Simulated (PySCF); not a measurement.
**Excitation energy of Mn by level of theory**

Mn [Ar] 3d5 4s2 (6S) → Mn [Ar] 3d4 4s2 4p1 (high-spin determinant), as a difference of total energies. All numbers are calculated (PySCF 2.14, the spin-free X2C one-electron Hamiltonian (Gaussian nucleus), in x2c-QZVPPall with one added diffuse shell each of s, p, d, f, g type (12s8p6d5f3g, 128 functions)). Correlated levels: valence: [Ar] frozen; valence and next inner shell: [Ne] frozen. The calculations carry no spin-orbit coupling.

| method | excitation energy (eV) |
| --- | --- |
| UHF | 7.740 |
| LDA | 9.051 |
| PBE | 8.717 |
| PBE0 | 8.519 |
| r2SCAN | 8.688 |
| BLYP | 8.660 |
| r2SCANh | 8.620 |
| B2PLYP | 8.364 |
| MP2 (valence) | 8.200 |
| SCS-MP2 (valence) | 7.618 |
| MP2 (valence and next inner shell) | 8.544 |
| SCS-MP2 (valence and next inner shell) | 8.028 |

Task: How much does correlation contribute at MP2 (valence and next inner shell)?

Result: 8.544 − (7.740) = 0.804 eV, measured against UHF.

A first-order spin-orbit estimate (lowest level to lowest level, LS coupling) adds -0.090 eV.

The upper state lies above the first ionisation limit, where it may autoionise and the basis confines it.

The determinant of the upper state mixes LS terms, which raises its energy above the lowest term, most at the Hartree-Fock and MP2 levels.
